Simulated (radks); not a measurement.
Values are calculated unless marked as measured or tabulated.
Ionisation of neutral boron, [He] 2s2 2p1, to B+, [He] 2s2, under several functionals. Scalar-relativistic Kohn-Sham, spin-polarised, spherical densities, point nucleus; open shells are filled with parallel spins first; a radial shooting solver on a logarithmic mesh with Libxc functionals.

functional                                      E(B) (hartree)  Exc (hartree)  IE (eV)  -e(HOMO) (eV)  <r> HOMO (bohr)  IE error (eV)
OLYP                                                 -24.65593       -3.86334    8.297          3.824            2.268         -0.001
BP86                                                 -24.65244       -3.85508    8.548          4.088            2.243         +0.250
BLYP                                                 -24.65342       -3.85677    8.410          3.880            2.247         +0.112
AM05                                                 -24.41770       -3.60108    8.394          3.952            2.243         +0.096
exchange-only LDA                                    -24.07097       -3.23153    7.552          3.267            2.313         -0.746
LDA (Slater exchange, Perdew-Wang correlation)       -24.35988       -3.53759    8.573          4.096            2.233         +0.275
Wu-Cohen GGA                                         -24.53861       -3.73399    8.435          3.993            2.245         +0.137

NIST Atomic Spectra Database: 8.298 eV (measured). Closest: OLYP. The Delta-SCF values span 1.02 eV, the total energies 0.58 hartree. The highest occupied level is 2p. Open shells are spherical and high-spin; term and fine-structure splittings are not resolved.
